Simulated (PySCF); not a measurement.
Isomers of C7H5F3N2.

All values: PBE0/pcSseg-1 (PySCF) at GFN2-xTB geometries, gas phase, one conformer each.

Question: Rank by dipole moment, lowest first.
A. `[CH3:1]/[C:2]([CH2:3][C:4]#[N:5])=[C:6](\[C:7]#[N:8])[C:9]([F:10])([F:11])[F:12]` with C1–C2–C3–C4 -74°
B. `[CH3:1][CH2:2]/[C:3]([C:4]#[N:5])=[C:6](/[C:7]#[N:8])[C:9]([F:10])([F:11])[F:12]` with C1–C2–C3–C4 -77°
C. `[CH3:1]/[C:2]([C:3]#[N:4])=[C:5](\[C:6]#[N:7])[CH2:8][C:9]([F:10])([F:11])[F:12]` with C2–C5–C8–C9 -96°
D. `[CH3:1]/[C:2]([CH2:3][C:4]#[N:5])=[C:6](/[C:7]#[N:8])[C:9]([F:10])([F:11])[F:12]` with C1–C2–C3–C4 -61°

Answer: C (2.06 D), D (4.12 D), A (4.32 D), B (5.02 D).

All values together:

```
                   SMILES  μ (D)  HOMO (eV)  LUMO (eV)  lowest IAO charge (e)  highest IAO charge (e)  lowest Hirshfeld charge (e)  highest Hirshfeld charge (e)
C/C(CC#N)=C(/C#N)C(F)(F)F   4.12      -8.82      -2.61             -0.445 (C)              +0.810 (C)                   -0.207 (N)                    +0.269 (C)
C/C(C#N)=C(\C#N)CC(F)(F)F   2.06      -8.61      -3.00             -0.424 (C)              +0.814 (C)                   -0.188 (N)                    +0.264 (C)
CC/C(C#N)=C(/C#N)C(F)(F)F   5.02      -8.95      -3.41             -0.414 (C)              +0.811 (C)                   -0.172 (N)                    +0.272 (C)
C/C(CC#N)=C(\C#N)C(F)(F)F   4.32      -8.86      -2.59             -0.433 (C)              +0.806 (C)                   -0.208 (N)                    +0.267 (C)
```

Conformers: `[CH3:1]/[C:2]([CH2:3][C:4]#[N:5])=[C:6](/[C:7]#[N:8])[C:9]([F:10])([F:11])[F:12]` with C1–C2–C3–C4 -61°; `[CH3:1]/[C:2]([C:3]#[N:4])=[C:5](\[C:6]#[N:7])[CH2:8][C:9]([F:10])([F:11])[F:12]` with C2–C5–C8–C9 -96°; `[CH3:1][CH2:2]/[C:3]([C:4]#[N:5])=[C:6](/[C:7]#[N:8])[C:9]([F:10])([F:11])[F:12]` with C1–C2–C3–C4 -77°; `[CH3:1]/[C:2]([CH2:3][C:4]#[N:5])=[C:6](\[C:7]#[N:8])[C:9]([F:10])([F:11])[F:12]` with C1–C2–C3–C4 -74°.
